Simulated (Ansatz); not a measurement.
Two members of one family (Oligo(dimethylsilane)), computed with Ansatz in the gas phase. Binding counts from free atoms in the multiplicity of their measured ground term, without zero-point energy. The structures are stationary points that may keep the symmetry of their start.

First: C[Si](C)(C)[Si](C)(C)[Si](C)(C)C (singlet, charge 0, PBE-D4/def2-SVP geometry).

```xyz
35

C    -2.7001   -0.6770    0.5466
Si   -1.0253   -1.5767    0.6127
C    -0.8654   -2.7213   -0.8967
C    -0.9512   -2.6301    2.1960
Si    0.7474   -0.0236    0.6298
C     0.7945    0.8602    2.3241
C     2.3914   -0.9604    0.3582
Si    0.4874    1.5941   -1.0658
C     0.1050    0.7577   -2.7325
C     2.0977    2.5948   -1.2299
C    -0.9317    2.7780   -0.6153
H    -3.5424   -1.3981    0.6154
H    -2.8144   -0.1131   -0.4016
H    -2.8025    0.0444    1.3835
H    -1.6853   -3.4699   -0.9190
H     0.0971   -3.2737   -0.8743
H    -0.9011   -2.1478   -1.8458
H     0.0154   -3.1696    2.2714
H    -1.0584   -2.0001    3.1030
H    -1.7637   -3.3875    2.2099
H    -0.1552    1.4023    2.5123
H     0.9412    0.1337    3.1498
H     1.6224    1.5996    2.3699
H     2.5509   -1.7295    1.1426
H     2.3948   -1.4737   -0.6248
H     3.2569   -0.2645    0.3815
H     0.0563    1.5072   -3.5509
H     0.8856    0.0158   -2.9981
H    -0.8689    0.2282   -2.6999
H     2.3548    3.0959   -0.2745
H     2.0011    3.3804   -2.0102
H     2.9485    1.9411   -1.5096
H    -1.8931    2.2348   -0.5084
H    -1.0631    3.5562   -1.3954
H    -0.7265    3.2921    0.3462
```

```
              level  HOMO (eV)  LUMO (eV)  gap (eV)  binding per atom (eV)
    PBE-D4/def2-SVP      -5.40      -0.01      5.39                   3.99
   PBE-D4/def2-TZVP      -5.47      -0.40      5.07                   3.97
r2SCAN-D4/def2-TZVP      -5.67      -0.10      5.56                   3.94
   PBE0-D4/def2-SVP      -6.49       0.74      7.24                   3.96
  PBE0-D4/def2-TZVP      -6.52       0.38      6.90                   3.94
```

Second: C[Si](C)(C)[Si](C)(C)[Si](C)(C)[Si](C)(C)C (singlet, charge 0, PBE-D4/def2-SVP geometry).

| atom | x (Å) | y (Å) | z (Å) |
| --- | --- | --- | --- |
| C1 | 2.414 | 3.740 | -0.342 |
| Si2 | 2.040 | 2.095 | 0.539 |
| C3 | 3.574 | 0.975 | 0.438 |
| C4 | 1.640 | 2.450 | 2.363 |
| Si5 | 0.197 | 1.060 | -0.506 |
| C6 | -1.380 | 2.065 | -0.111 |
| C7 | 0.477 | 1.054 | -2.397 |
| Si8 | -0.035 | -1.167 | 0.233 |
| C9 | 0.184 | -1.271 | 2.130 |
| C10 | 1.304 | -2.239 | -0.609 |
| Si11 | -2.162 | -2.014 | -0.333 |
| C12 | -2.553 | -1.655 | -2.159 |
| C13 | -2.180 | -3.896 | -0.054 |
| C14 | -3.494 | -1.216 | 0.765 |
| H15 | 1.539 | 4.421 | -0.305 |
| H16 | 3.271 | 4.260 | 0.138 |
| H17 | 2.670 | 3.574 | -1.409 |
| H18 | 4.464 | 1.478 | 0.872 |
| H19 | 3.813 | 0.713 | -0.613 |
| H20 | 3.414 | 0.029 | 0.995 |
| H21 | 0.754 | 3.113 | 2.453 |
| H22 | 1.421 | 1.516 | 2.918 |
| H23 | 2.493 | 2.954 | 2.865 |
| H24 | -1.611 | 2.034 | 0.974 |
| H25 | -1.256 | 3.130 | -0.403 |
| H26 | -2.256 | 1.662 | -0.659 |
| H27 | 0.580 | 2.090 | -2.783 |
| H28 | -0.371 | 0.572 | -2.927 |
| H29 | 1.401 | 0.500 | -2.659 |
| H30 | -0.536 | -0.606 | 2.650 |
| H31 | 1.208 | -0.965 | 2.428 |
| H32 | 0.018 | -2.305 | 2.494 |
| H33 | 2.324 | -1.870 | -0.371 |
| H34 | 1.187 | -2.223 | -1.712 |
| H35 | 1.234 | -3.295 | -0.274 |
| H36 | -1.771 | -2.071 | -2.828 |
| H37 | -2.612 | -0.562 | -2.347 |
| H38 | -3.525 | -2.102 | -2.454 |
| H39 | -3.175 | -4.324 | -0.301 |
| H40 | -1.424 | -4.403 | -0.689 |
| H41 | -1.956 | -4.145 | 1.004 |
| H42 | -3.524 | -0.117 | 0.628 |
| H43 | -4.501 | -1.619 | 0.522 |
| H44 | -3.299 | -1.419 | 1.838 |

**Question.** Estimate the same table for the second.

**Answer.** 
```tsv
level	HOMO (eV)	LUMO (eV)	gap (eV)	binding per atom (eV)
PBE-D4/def2-SVP	-5.17	-0.31	4.85	3.99
PBE-D4/def2-TZVP	-5.24	-0.62	4.62	3.98
r2SCAN-D4/def2-TZVP	-5.42	-0.41	5.01	3.94
PBE0-D4/def2-SVP	-6.22	0.41	6.63	3.97
PBE0-D4/def2-TZVP	-6.24	0.15	6.39	3.95
```
